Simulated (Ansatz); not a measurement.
Consider the ligand exchange at the Hf–F bond: `[F][Hf]([F])([Cl])[I]` + `CNC` → `C[N](C)[Hf]([F])([Cl])[I]` + H–F.

Isolated molecules relaxed with PBE0-D4/def2-TZVP in Ansatz; ΔE leaves out vibrations. CCSD(T)/CBS is the MP2 limit (def2-TZVPP, def2-QZVPP) plus CCSD(T) − MP2 in def2-TZVPP, frozen cores. This one scheme is used for every species. Functionals use def2-TZVPP. def2 core potentials past Kr. For Hf, I outer-core shells are correlated without core-valence functions, which leaves a few kJ/mol of doubt a bond. One conformer a species, not always the lowest.

| level | ΔE (kJ/mol) |
| --- | --- |
| r2SCANh-D4 | 93.9 |
| BLYP | 113.7 |
| CCSD(T)/def2-TZVPP | 76.3 |
| MP2/def2-QZVPP | 67.9 |

Question: What does CCSD(T)/CBS give? (Estimate.)

Answer: Ansatz gave: +78.2 kJ/mol. The listed levels differ from it by 15.7, 35.5, -1.9, -10.3 kJ/mol.

Largest T1 diagnostic among the species: 0.014.

From r2SCAN to r2SCAN0 (25 % exact exchange), in def2-TZVPP and without D4, ΔE moves by −3.2 kJ/mol. At CCSD(T), def2-SVP lies +8.4 kJ/mol from the extrapolated value and def2-TZVPP −1.9 kJ/mol.
